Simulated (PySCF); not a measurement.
SMILES [SiH2](N(B(C)C)C)C, GFN2-xTB optimised geometry.

```
21

Si     0.88    -0.20     0.00
C      2.78    -0.20     0.00
N      0.24    -1.00     1.42
C      1.16    -1.71     2.30
B     -1.13    -0.96     1.77
C     -1.64    -1.63     3.11
C     -2.16    -0.22     0.82
H      0.42    -0.91    -1.20
H      0.43     1.20     0.00
H      3.13     0.40    -0.83
H      3.19     0.22     0.91
H      3.19    -1.20    -0.13
H      2.14    -1.81     1.85
H      1.27    -1.18     3.25
H      0.78    -2.71     2.52
H     -1.55    -2.72     3.06
H     -2.68    -1.41     3.33
H     -1.05    -1.32     3.98
H     -1.96    -0.38    -0.23
H     -3.19    -0.51     1.01
H     -2.11     0.86     0.98
```

Density from B3LYP/def2-SVP (PySCF) at that geometry.

Minimum of the electron density along straight lines between bonded atoms, close to the bond critical point (lines longer than 1.1 times the sum of covalent radii, or with two minima, are not listed):

| bond | length / Å | ρ at the minimum / e bohr⁻³ | ∇²ρ there / e bohr⁻⁵ | position (fraction from the first atom) |
|---|---|---|---|---|
| Si1–C2 | 1.897 | 0.112 | … | 0.38 |
| Si1–N3 | 1.752 | 0.119 | … | 0.40 |
| N3–C4 | 1.458 | 0.264 | -0.72 | 0.60 |
| N3–B5 | 1.412 | 0.201 | … | 0.67 |
| B5–C6 | 1.590 | 0.175 | -0.13 | 0.32 |
| B5–C7 | 1.586 | 0.177 | -0.13 | 0.32 |
| Si1–H8 | 1.472 | 0.116 | 0.33 | 0.49 |
| Si1–H9 | 1.469 | 0.117 | 0.33 | 0.49 |
| C2–H10 | 1.085 | 0.273 | -0.98 | 0.62 |
| C2–H11 | 1.086 | 0.273 | -0.97 | 0.62 |
| C2–H12 | 1.086 | 0.273 | -0.97 | 0.62 |
| C4–H13 | 1.086 | 0.284 | -1.07 | 0.63 |
| C4–H14 | 1.093 | 0.279 | -1.04 | 0.63 |
| C4–H15 | 1.091 | 0.281 | -1.05 | 0.63 |
| C6–H16 | 1.090 | 0.268 | -0.93 | 0.62 |
| C6–H17 | 1.087 | 0.274 | -0.98 | 0.62 |
| C6–H18 | 1.089 | 0.270 | -0.94 | 0.62 |
| C7–H19 | 1.087 | 0.272 | -0.96 | 0.62 |
| C7–H20 | 1.088 | 0.273 | -0.97 | 0.62 |
| C7–H21 | 1.089 | 0.268 | -0.94 | 0.62 |

Question: What belongs in the gaps?

Answer: 
- Si1–C2, ∇²ρ there / e bohr⁻⁵: 0.31
- Si1–N3, ∇²ρ there / e bohr⁻⁵: 0.64
- N3–B5, ∇²ρ there / e bohr⁻⁵: 0.71
